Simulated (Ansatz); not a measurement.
# Molecular dynamics of Cl3FZr

The input (input.yaml):

```yaml
crystal:
  periodic: [false, false, false]
  atoms:
    - { symbol: Zr, position_ang: [0.00051, 0.0, -0.030703] }
    - { symbol: F, position_ang: [0.000266, 0.0, 1.851664] }
    - { symbol: Cl, position_ang: [2.230352, 0.0, -0.785897] }
    - { symbol: Cl, position_ang: [-1.114264, 1.931017, -0.786332] }
    - { symbol: Cl, position_ang: [-1.114264, -1.931017, -0.786332] }
basis:
  gaussian: { orbitals: def2-SVP }
hamiltonian:
  xc: hf
md:
  timestep: 1.0
  n_steps: 150
  ensemble: nve
  temperature: 1000.0
  initial_velocities: maxwell_boltzmann
  seed: 981814
```

Launched with:

```bash
$ ansatz run input.yaml --threads 1 --pin off --max-ram 2048MiB --backend cpu --events-out ev --progress --plain --runs-dir out
```

It starts from a relaxed structure.

Output, in part (one step line in 2, the closing report, with atoms numbered from 0):

```
md step     0: t =     0.00 fs  T =  1000.0 K  F+E_penalty+E_count = -41478.07085996 eV  E_kin = 0.387780 eV  conserved = -41477.68307996 eV  (37 SCF iters)
md step     2: t =     2.00 fs  T =   987.1 K  F+E_penalty+E_count = -41478.06583383 eV  E_kin = 0.382764 eV  conserved = -41477.68306936 eV  (38 SCF iters)
md step     4: t =     4.00 fs  T =   950.3 K  F+E_penalty+E_count = -41478.05152369 eV  E_kin = 0.368491 eV  conserved = -41477.68303296 eV  (38 SCF iters)
md step     6: t =     6.00 fs  T =   895.5 K  F+E_penalty+E_count = -41478.03023105 eV  E_kin = 0.347252 eV  conserved = -41477.68297928 eV  (38 SCF iters)
md step     8: t =     8.00 fs  T =   831.4 K  F+E_penalty+E_count = -41478.00533897 eV  E_kin = 0.322418 eV  conserved = -41477.68292104 eV  (38 SCF iters)
md step    10: t =    10.00 fs  T =   767.5 K  F+E_penalty+E_count = -41477.98048326 eV  E_kin = 0.297610 eV  conserved = -41477.68287336 eV  (38 SCF iters)
md step    12: t =    12.00 fs  T =   711.3 K  F+E_penalty+E_count = -41477.95865628 eV  E_kin = 0.275810 eV  conserved = -41477.68284615 eV  (38 SCF iters)
md step    14: t =    14.00 fs  T =   667.3 K  F+E_penalty+E_count = -41477.94159170 eV  E_kin = 0.258750 eV  conserved = -41477.68284140 eV  (38 SCF iters)
md step    16: t =    16.00 fs  T =   636.4 K  F+E_penalty+E_count = -41477.92963675 eV  E_kin = 0.246783 eV  conserved = -41477.68285355 eV  (38 SCF iters)
md step    18: t =    18.00 fs  T =   616.8 K  F+E_penalty+E_count = -41477.92207547 eV  E_kin = 0.239202 eV  conserved = -41477.68287391 eV  (38 SCF iters)
md step    20: t =    20.00 fs  T =   605.4 K  F+E_penalty+E_count = -41477.91766765 eV  E_kin = 0.234774 eV  conserved = -41477.68289409 eV  (38 SCF iters)
md step    22: t =    22.00 fs  T =   598.9 K  F+E_penalty+E_count = -41477.91514263 eV  E_kin = 0.232233 eV  conserved = -41477.68291001 eV  (38 SCF iters)
md step    24: t =    24.00 fs  T =   594.6 K  F+E_penalty+E_count = -41477.91348865 eV  E_kin = 0.230568 eV  conserved = -41477.68292027 eV  (38 SCF iters)
md step    26: t =    26.00 fs  T =   590.8 K  F+E_penalty+E_count = -41477.91203210 eV  E_kin = 0.229106 eV  conserved = -41477.68292590 eV  (38 SCF iters)
md step    28: t =    28.00 fs  T =   586.5 K  F+E_penalty+E_count = -41477.91037549 eV  E_kin = 0.227447 eV  conserved = -41477.68292873 eV  (38 SCF iters)
md step    30: t =    30.00 fs  T =   581.1 K  F+E_penalty+E_count = -41477.90827776 eV  E_kin = 0.225347 eV  conserved = -41477.68293066 eV  (38 SCF iters)
md step    32: t =    32.00 fs  T =   574.0 K  F+E_penalty+E_count = -41477.90553006 eV  E_kin = 0.222596 eV  conserved = -41477.68293366 eV  (38 SCF iters)
md step    34: t =    34.00 fs  T =   564.5 K  F+E_penalty+E_count = -41477.90184912 eV  E_kin = 0.218910 eV  conserved = -41477.68293867 eV  (38 SCF iters)
md step    36: t =    36.00 fs  T =   551.5 K  F+E_penalty+E_count = -41477.89680435 eV  E_kin = 0.213858 eV  conserved = -41477.68294659 eV  (38 SCF iters)
md step    38: t =    38.00 fs  T =   533.4 K  F+E_penalty+E_count = -41477.88978954 eV  E_kin = 0.206833 eV  conserved = -41477.68295675 eV  (38 SCF iters)
md step    40: t =    40.00 fs  T =   508.3 K  F+E_penalty+E_count = -41477.88006737 eV  E_kin = 0.197100 eV  conserved = -41477.68296717 eV  (38 SCF iters)
md step    42: t =    42.00 fs  T =   474.3 K  F+E_penalty+E_count = -41477.86690577 eV  E_kin = 0.183931 eV  conserved = -41477.68297454 eV  (38 SCF iters)
md step    44: t =    44.00 fs  T =   430.2 K  F+E_penalty+E_count = -41477.84981044 eV  E_kin = 0.166836 eV  conserved = -41477.68297399 eV  (38 SCF iters)
md step    46: t =    46.00 fs  T =   376.1 K  F+E_penalty+E_count = -41477.82882049 eV  E_kin = 0.145859 eV  conserved = -41477.68296112 eV  (38 SCF iters)
md step    48: t =    48.00 fs  T =   314.2 K  F+E_penalty+E_count = -41477.80477752 eV  E_kin = 0.121844 eV  conserved = -41477.68293379 eV  (39 SCF iters)
md step    50: t =    50.00 fs  T =   249.0 K  F+E_penalty+E_count = -41477.77943812 eV  E_kin = 0.096544 eV  conserved = -41477.68289427 eV  (39 SCF iters)
md step    52: t =    52.00 fs  T =   186.8 K  F+E_penalty+E_count = -41477.75530314 eV  E_kin = 0.072453 eV  conserved = -41477.68285059 eV  (39 SCF iters)
md step    54: t =    54.00 fs  T =   134.9 K  F+E_penalty+E_count = -41477.73512066 eV  E_kin = 0.052307 eV  conserved = -41477.68281395 eV  (39 SCF iters)
md step    56: t =    56.00 fs  T =    99.0 K  F+E_penalty+E_count = -41477.72118079 eV  E_kin = 0.038386 eV  conserved = -41477.68279509 eV  (39 SCF iters)
md step    58: t =    58.00 fs  T =    82.2 K  F+E_penalty+E_count = -41477.71466333 eV  E_kin = 0.031864 eV  conserved = -41477.68279902 eV  (39 SCF iters)
md step    60: t =    60.00 fs  T =    83.8 K  F+E_penalty+E_count = -41477.71533166 eV  E_kin = 0.032509 eV  conserved = -41477.68282266 eV  (39 SCF iters)
md step    62: t =    62.00 fs  T =   100.2 K  F+E_penalty+E_count = -41477.72171943 eV  E_kin = 0.038863 eV  conserved = -41477.68285647 eV  (39 SCF iters)
md step    64: t =    64.00 fs  T =   125.9 K  F+E_penalty+E_count = -41477.73171601 eV  E_kin = 0.048827 eV  conserved = -41477.68288865 eV  (39 SCF iters)
md step    66: t =    66.00 fs  T =   155.7 K  F+E_penalty+E_count = -41477.74327720 eV  E_kin = 0.060366 eV  conserved = -41477.68291071 eV  (39 SCF iters)
md step    68: t =    68.00 fs  T =   185.8 K  F+E_penalty+E_count = -41477.75496800 eV  E_kin = 0.072049 eV  conserved = -41477.68291946 eV  (40 SCF iters)
md step    70: t =    70.00 fs  T =   214.7 K  F+E_penalty+E_count = -41477.76617838 eV  E_kin = 0.083261 eV  conserved = -41477.68291697 eV  (39 SCF iters)
md step    72: t =    72.00 fs  T =   242.7 K  F+E_penalty+E_count = -41477.77701684 eV  E_kin = 0.094109 eV  conserved = -41477.68290829 eV  (40 SCF iters)
md step    74: t =    74.00 fs  T =   271.0 K  F+E_penalty+E_count = -41477.78800046 eV  E_kin = 0.105101 eV  conserved = -41477.68289965 eV  (39 SCF iters)
md step    76: t =    76.00 fs  T =   301.2 K  F+E_penalty+E_count = -41477.79968335 eV  E_kin = 0.116787 eV  conserved = -41477.68289596 eV  (38 SCF iters)
md step    78: t =    78.00 fs  T =   333.8 K  F+E_penalty+E_count = -41477.81233902 eV  E_kin = 0.129439 eV  conserved = -41477.68290000 eV  (38 SCF iters)
md step    80: t =    80.00 fs  T =   368.4 K  F+E_penalty+E_count = -41477.82576134 eV  E_kin = 0.142848 eV  conserved = -41477.68291301 eV  (38 SCF iters)
md step    82: t =    82.00 fs  T =   403.0 K  F+E_penalty+E_count = -41477.83920541 eV  E_kin = 0.156272 eV  conserved = -41477.68293330 eV  (38 SCF iters)
md step    84: t =    84.00 fs  T =   434.6 K  F+E_penalty+E_count = -41477.85147413 eV  E_kin = 0.168517 eV  conserved = -41477.68295749 eV  (38 SCF iters)
md step    86: t =    86.00 fs  T =   459.4 K  F+E_penalty+E_count = -41477.86113455 eV  E_kin = 0.178154 eV  conserved = -41477.68298077 eV  (38 SCF iters)
md step    88: t =    88.00 fs  T =   474.1 K  F+E_penalty+E_count = -41477.86684123 eV  E_kin = 0.183845 eV  conserved = -41477.68299614 eV  (38 SCF iters)
md step    90: t =    90.00 fs  T =   476.4 K  F+E_penalty+E_count = -41477.86772989 eV  E_kin = 0.184732 eV  conserved = -41477.68299819 eV  (38 SCF iters)
md step    92: t =    92.00 fs  T =   466.3 K  F+E_penalty+E_count = -41477.86379785 eV  E_kin = 0.180816 eV  conserved = -41477.68298168 eV  (38 SCF iters)
md step    94: t =    94.00 fs  T =   446.7 K  F+E_penalty+E_count = -41477.85617059 eV  E_kin = 0.173224 eV  conserved = -41477.68294658 eV  (38 SCF iters)
md step    96: t =    96.00 fs  T =   423.5 K  F+E_penalty+E_count = -41477.84710871 eV  E_kin = 0.164210 eV  conserved = -41477.68289825 eV  (38 SCF iters)
md step    98: t =    98.00 fs  T =   404.4 K  F+E_penalty+E_count = -41477.83965561 eV  E_kin = 0.156807 eV  conserved = -41477.68284816 eV  (38 SCF iters)
md step   100: t =   100.00 fs  T =   397.4 K  F+E_penalty+E_count = -41477.83692632 eV  E_kin = 0.154115 eV  conserved = -41477.68281100 eV  (38 SCF iters)
md step   102: t =   102.00 fs  T =   408.5 K  F+E_penalty+E_count = -41477.84121325 eV  E_kin = 0.158414 eV  conserved = -41477.68279931 eV  (38 SCF iters)
md step   104: t =   104.00 fs  T =   439.5 K  F+E_penalty+E_count = -41477.85323008 eV  E_kin = 0.170412 eV  conserved = -41477.68281825 eV  (38 SCF iters)
md step   106: t =   106.00 fs  T =   487.3 K  F+E_penalty+E_count = -41477.87181930 eV  E_kin = 0.188957 eV  conserved = -41477.68286227 eV  (38 SCF iters)
md step   108: t =   108.00 fs  T =   545.0 K  F+E_penalty+E_count = -41477.89427267 eV  E_kin = 0.211354 eV  conserved = -41477.68291836 eV  (38 SCF iters)
md step   110: t =   110.00 fs  T =   603.9 K  F+E_penalty+E_count = -41477.91713175 eV  E_kin = 0.234161 eV  conserved = -41477.68297043 eV  (38 SCF iters)
md step   112: t =   112.00 fs  T =   655.4 K  F+E_penalty+E_count = -41477.93714313 eV  E_kin = 0.254136 eV  conserved = -41477.68300678 eV  (38 SCF iters)
md step   114: t =   114.00 fs  T =   693.7 K  F+E_penalty+E_count = -41477.95201538 eV  E_kin = 0.268994 eV  conserved = -41477.68302153 eV  (38 SCF iters)
md step   116: t =   116.00 fs  T =   716.3 K  F+E_penalty+E_count = -41477.96078219 eV  E_kin = 0.277767 eV  conserved = -41477.68301556 eV  (38 SCF iters)
md step   118: t =   118.00 fs  T =   724.0 K  F+E_penalty+E_count = -41477.96375587 eV  E_kin = 0.280761 eV  conserved = -41477.68299511 eV  (38 SCF iters)
md step   120: t =   120.00 fs  T =   720.0 K  F+E_penalty+E_count = -41477.96218709 eV  E_kin = 0.279220 eV  conserved = -41477.68296691 eV  (38 SCF iters)
md step   122: t =   122.00 fs  T =   708.8 K  F+E_penalty+E_count = -41477.95779810 eV  E_kin = 0.274859 eV  conserved = -41477.68293901 eV  (38 SCF iters)
md step   124: t =   124.00 fs  T =   694.7 K  F+E_penalty+E_count = -41477.95231333 eV  E_kin = 0.269396 eV  conserved = -41477.68291712 eV  (38 SCF iters)
md step   126: t =   126.00 fs  T =   681.3 K  F+E_penalty+E_count = -41477.94708234 eV  E_kin = 0.264177 eV  conserved = -41477.68290521 eV  (38 SCF iters)
md step   128: t =   128.00 fs  T =   670.3 K  F+E_penalty+E_count = -41477.94283272 eV  E_kin = 0.259928 eV  conserved = -41477.68290463 eV  (38 SCF iters)
md step   130: t =   130.00 fs  T =   661.9 K  F+E_penalty+E_count = -41477.93957350 eV  E_kin = 0.256659 eV  conserved = -41477.68291455 eV  (38 SCF iters)
md step   132: t =   132.00 fs  T =   654.3 K  F+E_penalty+E_count = -41477.93665317 eV  E_kin = 0.253721 eV  conserved = -41477.68293180 eV  (38 SCF iters)
md step   134: t =   134.00 fs  T =   644.8 K  F+E_penalty+E_count = -41477.93297277 eV  E_kin = 0.250022 eV  conserved = -41477.68295078 eV  (38 SCF iters)
md step   136: t =   136.00 fs  T =   630.2 K  F+E_penalty+E_count = -41477.92734080 eV  E_kin = 0.244376 eV  conserved = -41477.68296477 eV  (38 SCF iters)
md step   138: t =   138.00 fs  T =   608.5 K  F+E_penalty+E_count = -41477.91892107 eV  E_kin = 0.235955 eV  conserved = -41477.68296631 eV  (38 SCF iters)
md step   140: t =   140.00 fs  T =   579.5 K  F+E_penalty+E_count = -41477.90767759 eV  E_kin = 0.224727 eV  conserved = -41477.68295056 eV  (39 SCF iters)
md step   142: t =   142.00 fs  T =   546.0 K  F+E_penalty+E_count = -41477.89465823 eV  E_kin = 0.211740 eV  conserved = -41477.68291790 eV  (39 SCF iters)
md step   144: t =   144.00 fs  T =   513.4 K  F+E_penalty+E_count = -41477.88194739 eV  E_kin = 0.199072 eV  conserved = -41477.68287573 eV  (40 SCF iters)
md step   146: t =   146.00 fs  T =   488.3 K  F+E_penalty+E_count = -41477.87219128 eV  E_kin = 0.189354 eV  conserved = -41477.68283728 eV  (39 SCF iters)
md step   148: t =   148.00 fs  T =   477.0 K  F+E_penalty+E_count = -41477.86777921 eV  E_kin = 0.184962 eV  conserved = -41477.68281682 eV  (40 SCF iters)
md step   150: t =   150.00 fs  T =   482.6 K  F+E_penalty+E_count = -41477.86997381 eV  E_kin = 0.187151 eV  conserved = -41477.68282317 eV  (62 SCF iters)
Total energy: -41477.86997381 eV, -1524.2836068276 hartree
Atom 0 at     0.002297    -0.060848    -0.000754 Å, force    -0.000477     1.067998    -2.160055 eV/Å
Atom 1 at     0.062546     0.255747     1.812608 Å, force    -0.026929    -0.256425     1.283488 eV/Å
Atom 2 at     2.272477     0.008592    -0.784246 Å, force    -0.736460    -0.121166     0.252939 eV/Å
Atom 3 at    -1.139244     1.953568    -0.731936 Å, force     0.509761    -0.974954     0.214821 eV/Å
Atom 4 at    -1.169385    -1.942642    -0.898514 Å, force     0.254105     0.284547     0.408808 eV/Å
Dipole moment:    -0.001334    -0.250606     0.164190 e Å
```

The run went to its last step. The conserved energy stayed within 0.058 meV per atom of its start (net change 0.051 meV per atom), so the integration is sound. Over the second half the temperature averaged 0.54 of the 1000 K drawn at the start: a run that starts near a minimum puts about half its kinetic energy into the potential. A run of 0.15 ps of so small a system gives no equilibrium averages.

The same pairs are bonded in the first frame and the last. Pairs count as bonded within 1.25 times the sum of covalent radii (0.12 Å more for H–H).

Last frame:

```xyz
5
Properties=species:S:1:pos:R:3
Zr 0.002 -0.061 -0.001
F 0.062 0.256 1.813
Cl 2.272 0.009 -0.784
Cl -1.139 1.954 -0.732
Cl -1.169 -1.943 -0.898
```

Time of the run: 6.7 min on 1 thread of Arm Neoverse V1, on a shared host, peak memory 0.21 GiB.
